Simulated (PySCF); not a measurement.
# Electric field gradients and quadrupole coupling constants

Compound: FH₅SSi₂.
Z-matrix (Å and degrees, PBE0-D3(BJ)/def2-SVP geometry), rows numbered from 1:
```
F 
Si  1  1.6240
S   2  2.1269  1  110.67
Si  3  2.1596  2   99.39  1    62.10
H   2  1.4867  1  106.33  3   121.16
H   2  1.4845  1  109.09  3  -116.74
H   4  1.4930  3  109.77  2    45.89
H   4  1.4901  3  111.23  2   -75.31
H   4  1.4889  3  105.78  2   165.19
```

Field gradients from the PBE0/pcSseg-1 density (PySCF, non-relativistic), principal values in atomic units, ordered |Vxx| ≤ |Vyy| ≤ |Vzz|:

| atom | Vxx | Vyy | Vzz |
| --- | --- | --- | --- |
| S3 | 0.3128 | 1.2841 | -1.5969 |

Question: Find the asymmetry η = (Vxx − Vyy)/Vzz and the couplings χ = eQV/h (234.96 MHz × Q in barn × V in au), with Q(33S) = −0.0678 b.

Answer: 
```tsv
atom	environment	nucleus	η	χzz (MHz)	χxx (MHz)	χyy (MHz)
S3	sulfur bonded to 2 Si	33S	0.61	25.44	-4.98	-20.46
```

The tensor is traceless: Vxx + Vyy + Vzz = 0.

Question: What is Vzz at S3 in SI units (1 au = 9.71736 × 10²¹ V/m²)?

Answer: -1.5969 au = -15.518 × 10²¹ V/m².

Were the hydrogens deuterons (Q(2H) = 0.00286 b), χzz would run from 93 kHz (H7 and H5) to 95 kHz (H9 and H8).

One conformer (not necessarily the lowest) at the PBE0-D3(BJ)/def2-SVP geometry, without solvent, vibrations or thermal averaging. The basis is small and wasn't made for field gradients, so the couplings can be 20 % off.
